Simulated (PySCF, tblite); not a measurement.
Species: C₅H₉NSi.
SMILES: `C[SiH2]N1C=CC=C1`

Jobs on this species (16 atoms, 60 electrons) with PySCF (density fitting) and tblite. Hardware of each: an AMD EPYC 7B13 with one thread, shared host. Other jobs ran on the host; a repeat could differ by tens of per cent or more.

**Question.** Rank these jobs by wall time, shortest first.
A. PBE0/pcSseg-1; shieldings, ring-centre shieldings, charges and field gradients; 171 basis functions
B. PBE0-D3(BJ)/def2-SVP, grid level 1; geometry optimisation from a GFN2-xTB start shaken at random; 147 basis functions
C. KT3/pcSseg-1; shieldings, ring-centre shieldings; 171 basis functions
D. GFN2-xTB; Hessian by finite differences
E. wB97X-D/def2-SVPD; 10 singlets by full TDDFT, 4 Tamm–Dancoff triplets, polarisability, dynamic polarisability, ΔSCF ions; 216 basis functions

**Answer.** D (0.53 s), A (18 s), C (29 s), B (59 s), E (1.9 min).

All jobs:

```
                   level and settings                                                                                                   work  basis functions  SCF cycles  wall time
                             GFN2-xTB                                                                          Hessian by finite differences                –           –     0.53 s
                        PBE0/pcSseg-1                                        shieldings, ring-centre shieldings, charges and field gradients              171          13       18 s
    PBE0/pcSseg-1, IEF-PCM chloroform                                        shieldings, ring-centre shieldings, charges and field gradients              171          13       19 s
wB97X-D/def2-SVPD, IEF-PCM chloroform                                                               6 singlets by full TDDFT, polarisability              216          13       28 s
                         KT3/pcSseg-1                                                                     shieldings, ring-centre shieldings              171          16       29 s
   PBE0-D3(BJ)/def2-SVP, grid level 1                                           geometry optimisation from a GFN2-xTB start shaken at random              147          52       59 s
                    wB97X-D/def2-SVPD  10 singlets by full TDDFT, 4 Tamm–Dancoff triplets, polarisability, dynamic polarisability, ΔSCF ions              216          13    1.9 min
```

**Question.** What do all jobs in the table cost together?

**Answer.** About 4.5 min; the longest takes about 43 % of that, and about 220 times as long as the shortest.
